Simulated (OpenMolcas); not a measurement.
## Mn6+, Tc6+, Re6+: d down the group

```yaml
Program: OpenMolcas
Method: CASSCF
Basis: ANO-RCC-VTZP
Scalar_Hamiltonian: DKH2, point nucleus
Spin-orbit_coupling: RASSI with atomic mean-field integrals over the reference wave functions, term energies averaged over their components
```

Active space for each ion: 1 electron in 10 orbitals (d d).

Computed levels in cm-1 above ²D_3/2:

```json
{"Level": "²D_5/2", "Mn6+": "1329", "Tc6+": "3291", "Re6+": "11160"}
{"Level": "weight of ²D in the lowest level (%)", "Mn6+": "100", "Tc6+": "100", "Re6+": "100"}
```

Measured, with the error of the calculation in %. Measured levels: Mn6+ from Corliss and Sugar, J. Phys. Chem. Ref. Data 6, 1253 (1977).

| Level | Mn6+ |
| --- | --- |
| ²D_5/2 | 1350 (-1.6) |

The fine-structure level ²D_5/2 changes by a factor of 8.4 from Mn6+ to Re6+.

With one active electron the reference holds no correlation, so core polarisation is missing. With one active electron outside closed inactive shells, the extra shells (4d) add no correlation to the reference (holds for Mn6+). With one active electron outside closed inactive shells, the extra shells (5d) add no correlation to the reference (holds for Tc6+). With one active electron outside closed inactive shells, the extra shells (6d) add no correlation to the reference (holds for Re6+). Measured partners are found by configuration, term and J. A level has none where our copy of the source lacks it or the pairing is in doubt (some pairs that miss far off the trend of their configuration count as doubtful), and it then counts in no deviation. Levels of configurations outside the active space are missing.
